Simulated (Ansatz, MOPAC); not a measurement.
Molecule: C2H9P2Si, charge 0, multiplicity 2. SMILES: C[Si](C)([PH])P

Atoms: C1, Si2, C3, P4, P5, H6, H7, H8, H9, H10, H11, H12, H13, H14. Bonds: C1-Si2, C1-H6, C1-H7, C1-H8, Si2-C3, Si2-P4, Si2-P5, C3-H9, C3-H10, C3-H11, P4-H12, P5-H13, P5-H14.

Bond lengths (Å) and angles (degrees) optimised at PM3 with MOPAC; HF/3-21G with Ansatz (an electronic-structure program); HF/6-31G* with Ansatz; PBE/6-31G* with Ansatz; B3LYP/LANL2DZ with Ansatz; B3LYP/6-31G* with Ansatz, each started from the B3LYP-D3(BJ)/def2-TZVP structure (Ansatz) of the last column. A row stands for all coordinates that are equal there; 13 of 27 kinds are shown. 6-31G* holds six Cartesian d functions. No wavenumbers were computed at PBE/6-31G*, B3LYP/LANL2DZ, so these may be saddle points.

| coordinate | PM3 | HF/3-21G | HF/6-31G* | PBE/6-31G* | B3LYP/LANL2DZ | B3LYP/6-31G* | B3LYP-D3(BJ)/def2-TZVP |
|---|---|---|---|---|---|---|---|
| C1-Si2 | 1.883 | 1.909 | 1.891 | 1.897 | 1.896 | 1.894 | 1.878 |
| C1-H6 | 1.096 | 1.085 | 1.087 | 1.104 | 1.098 | 1.096 | 1.092 |
| C1-H7 | 1.094 | 1.085 | 1.086 | 1.103 | 1.097 | 1.095 | 1.091 |
| Si2-C3 | 1.885 | 1.912 | 1.893 | 1.900 | 1.899 | 1.896 | 1.879 |
| Si2-P4 | 2.273 | 2.367 | 2.275 | 2.264 | 2.340 | 2.272 | 2.250 |
| Si2-P5 | 2.301 | 2.349 | 2.278 | 2.303 | 2.358 | 2.299 | 2.281 |
| C3-H11 | 1.096 | 1.086 | 1.087 | 1.104 | 1.098 | 1.097 | 1.093 |
| P4-H12 | 1.348 | 1.433 | 1.409 | 1.445 | 1.461 | 1.432 | 1.424 |
| C1-Si2-C3 | 107.8 | 112.7 | 110.5 | 110.7 | 111.6 | 110.4 | 110.9 |
| C1-Si2-P4 | 108.9 | 107.7 | 108.0 | 109.8 | 108.3 | 109.0 | 109.5 |
| C1-Si2-P5 | 108.8 | 107.6 | 107.6 | 106.7 | 106.7 | 107.1 | 107.1 |
| C3-Si2-P4 | 112.8 | 110.7 | 110.7 | 113.7 | 112.9 | 112.6 | 113.1 |
| C3-Si2-P5 | 108.9 | 107.3 | 107.5 | 106.5 | 106.5 | 106.9 | 107.3 |

Mean signed difference of all 13 bond lengths from B3LYP-D3(BJ)/def2-TZVP: PM3 -0.013 Å, HF/3-21G 0.017 Å, HF/6-31G* -0.002 Å, PBE/6-31G* 0.016 Å, B3LYP/LANL2DZ 0.026 Å, B3LYP/6-31G* 0.009 Å.
